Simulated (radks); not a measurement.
Q: Radial electron density D(r) = 4 pi r^2 rho(r) of an atom or ion with 58 electrons. Calculated with a radial shooting solver on a logarithmic mesh with Libxc functionals: scalar-relativistic Kohn-Sham, r2SCAN, spin-polarised, spherical densities, finite nucleus; meta-GGA in the generalised Kohn-Sham scheme; Fermi nuclear charge, rms radius of each element as measured or else 0.836 A^(1/3) + 0.57 fm.

```
   r/bohr * D(r) (the largest magnitude, 102, reaches the edge; | marks zero)
0.0008475 |*
 0.001121 | *
 0.001496 |  *
 0.001979 |    *
 0.002618 |       *
 0.003492 |          *
 0.004621 |                *
 0.006163 |                      *
 0.008154 |                             *
  0.01079 |                                    *
  0.01439 |                                        *
  0.01904 |                                         *
  0.02519 |                                      *
   0.0336 |                                    *
  0.04446 |                                         *
  0.05882 |                                                  *
  0.07846 |                                                      *
   0.1038 |                                              *
   0.1385 |                                       *
   0.1832 |                                             *
   0.2424 |                                            *
   0.3233 |                          *
   0.4277 |                 *
    0.566 |                    *
   0.7549 |               *
   0.9988 |       *
    1.322 |    *
    1.763 |   *
    2.332 | *
    3.111 *
    4.116 *
    5.445 *
```

What is the nuclear charge?

A: Z = 59. The innermost maximum, from 1s, lies near gamma/Z bohr with gamma = sqrt(1 - (Z/c)^2) = 0.903, here 0.0153 bohr (found: 0.0168), and its height grows with Z. The density is that of the praseodymium ion Pr+ in [Xe] 4f4; the configuration itself is not fixed sharply by these data, and Z only to a few units. D(r) has 4 maxima, at r = 0.0168, 0.0742, 0.210, 0.584 bohr, and minima at 0.0323, 0.138, 0.424 bohr, inside which lie 1.96, 11.20, 29.10 electrons.
